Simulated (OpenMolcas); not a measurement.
## d3 ions of charge +3 down a group with 6 fluoride ligands in octahedral coordination

| Quantity | Value |
| --- | --- |
| Program | OpenMolcas 26.06 |
| Method | CASSCF |
| Spin-orbit coupling | RASSI with atomic mean-field integrals over the reference wave functions |

The d shell is active. Anionic complexes are neutralised by point charges behind the ligands. Distances were set from a Shannon-type radius of the metal (high-spin where two are listed) plus a fixed donor radius (F 1.31 Å). Ligand basis ANO-RCC-VDZP, DKH2 Hamiltonian. States (labels of O, the rotations of Oh). Energies in cm-1 above the lowest state or level, χT in cm3 K/mol; 10Dq and B are least-squares fits to the states below 45000 cm-1, weighted by degeneracy, with a free offset, and given where the rms deviation is under 5 % of |10Dq| (or 100 cm-1) and under 700 cm-1. Spin-only χT is S(S+1) / 2 for the spin of the ground state.

```
 Ion  Shell  R (Å)   Metal basis  Outer charge (e at Å behind ligand)  Ground state  First state of that spin   10Dq  B (rms of fit)  First gap with spin-orbit (degeneracies)  χT at 300 K  First state of another spin  Spin-only χT
Cr3+    3d3   1.93  ANO-RCC-VDZP                           0.5 at 2.4           4A2                 4T2 13492  13367       1075 (63)                              13385 (4, 2)        1.826                     2E 19441         1.875
Mo3+    4d3      2  ANO-RCC-VTZP                           0.5 at 2.8           4A2                 4T2 26071  25890        741 (79)                              14719 (4, 4)        1.774                     2E 14784         1.875
```

The rows also differ in their metal basis and outer charges, so part of each step comes from that.

|10Dq| changes by a factor of 25890 / 13367 = 1.94 from Cr3+ to Mo3+.

B goes from 1075 cm-1 (Cr3+) to 741 cm-1 (Mo3+).

χT departs most from the spin-only value for Mo3+, by -0.101 cm3 K/mol.

Without dynamic correlation the repulsion within the d shell is too large (B by tens of per cent), so at a given field states of lower spin stand too high. Ligand-to-metal charge-transfer states are missing. With no ligand orbital active B as a rule stays too high, so bands that hang on it stand too high and its fall with covalency is understated. With metal d orbitals alone and no dynamic correlation the field as a rule comes out too small, by tens of per cent, by up to half for chloride and softer ligands (holds for Cr3+). The least metal-like active orbital is 83 % on the metal (Löwdin) and no ligand orbital is active, so the numbers are rough (holds for Mo3+). With metal d orbitals alone the field can be off either way by tens of per cent (holds for Mo3+). No measured value stands beside these numbers; the geometry is a model, was not optimised and need not be the one that this ion takes.
